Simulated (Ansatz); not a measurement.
Reaction (isomerisation): `FB1CCC1` → `B/C=C/CF`

Calculated with Ansatz (gas phase, PBE0-D4/def2-TZVP geometries, no zero-point term in ΔE). CBS: MP2 limit from def2 TZ/QZ plus the TZ coupled-cluster correction, frozen cores. Functionals use def2-TZVPP. B3LYP here is the variant with VWN-RPA as its local correlation; programs differ in this. Each species was taken in one conformer, which may not be the lowest.

```tsv
level	ΔE (kcal/mol)	difference from CCSD(T)/CBS
PBE-D4	54.8	0.6
r2SCAN-D4	54.7	0.5
PBE0-D4	57.0	2.8
B3LYP-D4	50.2	-4.0
ωB97X-V	55.5	1.3
ωB97M-V	55.5	1.3
B2PLYP	52.1	-2.1
PBE	54.6	0.4
r2SCAN	54.7	0.5
PBE0	56.8	2.6
B3LYP	49.8	-4.4
HF/def2-TZVPP	46.9	-7.3
MP2/def2-TZVPP	57.4	3.2
SCS-MP2/def2-TZVPP	53.8	-0.4
CCSD/def2-TZVPP	54.1	-0.1
CCSD(T)/def2-TZVPP	54.0	-0.2
HF/def2-QZVPP	46.9	-7.3
MP2/def2-QZVPP	57.5	3.3
SCS-MP2/def2-QZVPP	54.0	-0.2
HF/CBS(def2)	46.9	-7.3
MP2/CBS(def2)	57.6	3.4
CCSD/CBS(def2)	54.3	0.1
CCSD(T)/CBS	54.2	0
```

Largest T1 diagnostic among the species: 0.011.

From PBE to PBE0 (25 % exact exchange), in def2-TZVPP and without D4, ΔE moves by +2.2 kcal/mol. In def2-TZVPP, CCSD(T) changes the Hartree–Fock value by +7.1 kcal/mol (the triples alone add −0.1 kcal/mol) and MP2 by +10.4 kcal/mol.
